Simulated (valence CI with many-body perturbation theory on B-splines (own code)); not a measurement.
## Mo⁹⁺: calculated level list

Method: valence CI with perturbative core correlation (CI+MBPT): five valence electrons over a frozen Dirac-Fock core [Ar] 3d10, a basis of 9 s, 9 p, 8 d, 6 f, 3 g, 1 h functions for each j, with the one-electron correlation potential Σ1, the two-electron term Σ2, the three-electron term Σ3, Breit, model QED; selected CI, second order for the rest, scaled by the run's own slope (own B-spline code, finite nucleus).

No measured spectrum was set against this ion. As an estimate, levels hold to about 250 cm⁻¹ or 0.2 % of their energy and the worst to 1 %, as in measured heavy ions of charge 2 to 7; those with d or f electrons hold less well. Among the levels kept, up to 1500 cm⁻¹ of a level comes from second order outside the variational space, and about a tenth of that is noise between levels of different J, which matters for small intervals.

Levels 1 to 32 of 32, with energies above the lowest level, 4s²4p³ ⁴S°_3/2. "Leading %" is the weight of the configuration and term that name the level; weights of strongly mixed levels are sums over their largest components and can fall short, so below about 35 % the name and the second component can differ from the true leading terms, or belong to a minority configuration.

```
No.  Configuration  Term    J  E (cm⁻¹)  Leading %      g  Second component
  1         4s²4p³   ⁴S°  3/2         0         82  1.877   12 % 4s²4p³ ²P°
  2         4s²4p³   ²D°  3/2     27028         72  1.006   14 % 4s²4p³ ²P°
  3         4s²4p³   ²D°  5/2     35667         97  1.200                  
  4         4s²4p³   ²P°  1/2     55543         97  0.665                  
  5         4s²4p³   ²P°  3/2     70727         70  1.252   21 % 4s²4p³ ²D°
  6          4s4p⁴    ⁴P  5/2    224780         88  1.582   6 % 4s²4p²4d ⁴P
  7          4s4p⁴    ⁴P  3/2    239710         88  1.709   6 % 4s²4p²4d ⁴P
  8          4s4p⁴    ⁴P  1/2    244290         86  2.628   6 % 4s²4p²4d ⁴P
  9          4s4p⁴    ²D  3/2    276590         77  0.855  11 % 4s²4p²4d ²D
 10          4s4p⁴    ²D  5/2    281540         80  1.218  11 % 4s²4p²4d ²D
 11          4s4p⁴    ²S  1/2    314720         53  1.552     26 % 4s4p⁴ ²P
 12          4s4p⁴    ²P  3/2    318550         61  1.300  29 % 4s²4p²4d ²P
 13          4s4p⁴    ²P  1/2    341770         39  1.139     28 % 4s4p⁴ ²S
 14       4s²4p²4d    ⁴F  3/2    352880         82  0.501   8 % 4s²4p²4d ⁴D
 15       4s²4p²4d    ⁴F  5/2    359150         73  1.098  18 % 4s²4p²4d ⁴D
 16       4s²4p²4d    ⁴F  7/2    369130         83  1.256  12 % 4s²4p²4d ⁴D
 17       4s²4p²4d    ²F  5/2    369340         69  0.961  14 % 4s²4p²4d ⁴D
 18       4s²4p²4d    ⁴D  1/2    373880         92  0.041                  
 19       4s²4p²4d    ⁴D  3/2    375350         80  1.124  10 % 4s²4p²4d ⁴F
 20       4s²4p²4d    ²F  7/2    375520         49  1.251  39 % 4s²4p²4d ⁴D
 21       4s²4p²4d    ⁴F  9/2    378440         85  1.305  12 % 4s²4p²4d ²G
 22       4s²4p²4d    ⁴D  5/2    383230         58  1.207  25 % 4s²4p²4d ²F
 23       4s²4p²4d    ⁴D  7/2    397900         43  1.248  34 % 4s²4p²4d ²F
 24       4s²4p²4d    ²P  3/2    401140         60  1.286     24 % 4s4p⁴ ²P
 25       4s²4p²4d    ²G  7/2    409690         78  0.946  14 % 4s²4p²4d ²F
 26       4s²4p²4d    ²G  9/2    415380         85  1.139  12 % 4s²4p²4d ⁴F
 27       4s²4p²4d    ⁴P  5/2    417320         77  1.546   6 % 4s²4p²4d ²D
 28       4s²4p²4d    ²P  1/2    418910         54  1.113     16 % 4s4p⁴ ²P
 29       4s²4p²4d    ⁴P  3/2    421050         59  1.476  16 % 4s²4p²4d ²D
 30       4s²4p²4d    ⁴P  1/2    426910         64  2.114  15 % 4s²4p²4d ²P
 31       4s²4p²4d    ²D  3/2    428480         66  1.028  20 % 4s²4p²4d ⁴P
 32       4s²4p²4d    ²D  5/2    440380         80  1.213      7 % 4s4p⁴ ²D
```

Names give the largest LS component (configuration and term), which can be under half, so a name can repeat, a term be missing and a line seem to break the LS rules; names also repeat where a configuration has a term twice.

The ionisation energy to 4s²4p² ³P0 of the next ion comes out as 186.03 eV (NIST: 186.3 ± 1.2 eV (semi-empirical)). All 32 levels together are meant to be complete up to 445570 cm⁻¹.
